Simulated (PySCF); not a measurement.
# SMILES C=CC#Cc1ccncc1, C9H7N

Molfile (atoms numbered from 1):
```
C9H7N
     RDKit          3D

 17 17  0  0  0  0  0  0  0  0999 V2000
    3.9098    1.1571   -0.1129 C   0  0  0  0  0  0  0  0  0  0  0  0
    3.2324    0.0137   -0.0776 C   0  0  0  0  0  0  0  0  0  0  0  0
    1.8349   -0.0560    0.0675 C   0  0  0  0  0  0  0  0  0  0  0  0
    0.6354   -0.1349    0.1914 C   0  0  0  0  0  0  0  0  0  0  0  0
   -0.7645   -0.2290    0.3421 C   0  0  0  0  0  0  0  0  0  0  0  0
   -1.4643    0.6696    1.1521 C   0  0  0  0  0  0  0  0  0  0  0  0
   -2.8341    0.5163    1.2698 C   0  0  0  0  0  0  0  0  0  0  0  0
   -3.5236   -0.4301    0.6532 N   0  0  0  0  0  0  0  0  0  0  0  0
   -2.8606   -1.2766   -0.1183 C   0  0  0  0  0  0  0  0  0  0  0  0
   -1.4916   -1.2283   -0.3108 C   0  0  0  0  0  0  0  0  0  0  0  0
    4.9797    1.1734   -0.2304 H   0  0  0  0  0  0  0  0  0  0  0  0
    3.4130    2.1097   -0.0328 H   0  0  0  0  0  0  0  0  0  0  0  0
    3.7382   -0.9406   -0.1666 H   0  0  0  0  0  0  0  0  0  0  0  0
   -0.9418    1.4564    1.6745 H   0  0  0  0  0  0  0  0  0  0  0  0
   -3.4162    1.1851    1.8910 H   0  0  0  0  0  0  0  0  0  0  0  0
   -3.4634   -2.0333   -0.6045 H   0  0  0  0  0  0  0  0  0  0  0  0
   -0.9904   -1.9406   -0.9483 H   0  0  0  0  0  0  0  0  0  0  0  0
  1  2  2  0
  2  3  1  0
  3  4  3  0
  4  5  1  0
  5  6  2  0
  6  7  1  0
  7  8  2  0
  8  9  1  0
  9 10  2  0
 10  5  1  0
  1 11  1  0
  1 12  1  0
  2 13  1  0
  6 14  1  0
  7 15  1  0
  9 16  1  0
 10 17  1  0
M  END
```

Theory: quadratic response CAM-B3LYP/def2-SVPD first hyperpolarisability, Taylor convention, gas phase (PySCF). Geometry: GFN2-xTB.

**Question.** Give β for the processes computed.

**Answer.** In 10⁻³⁰ esu, Taylor convention; the vector part is βᵢ = ⅓ Σⱼ (βᵢⱼⱼ + βⱼᵢⱼ + βⱼⱼᵢ); β∥ is 3/5 of the vector part along the dipole, the dipole points from − to +:
```csv
process,λ (nm),β vector norm,β∥,β HRS,depolarisation ratio
"static β(0;0,0)",∞,1.39,0.81,0.79,2.63
"second harmonic β(−2ω;ω,ω)",1907,1.65,0.96,0.91,2.73
"Pockels β(−ω;ω,0)",1907,1.47,0.85,–,–
"second harmonic β(−2ω;ω,ω)",1340,1.97,1.15,1.06,2.82
"Pockels β(−ω;ω,0)",1340,1.56,0.90,–,–
```

**Question.** Which lowest excitations, dipole and polarisabilities go with it?

**Answer.** S1 4.72 eV (f = 0.546); S2 4.74 eV (f = 0.003); S3 4.87 eV (f = 0.011); dipole 2.69 D; isotropic α 121.7 au static, 122.5 au at 1907 nm, 123.2 au at 1340 nm, 124.8 au at 953.5 nm, 128.4 au at 670 nm.
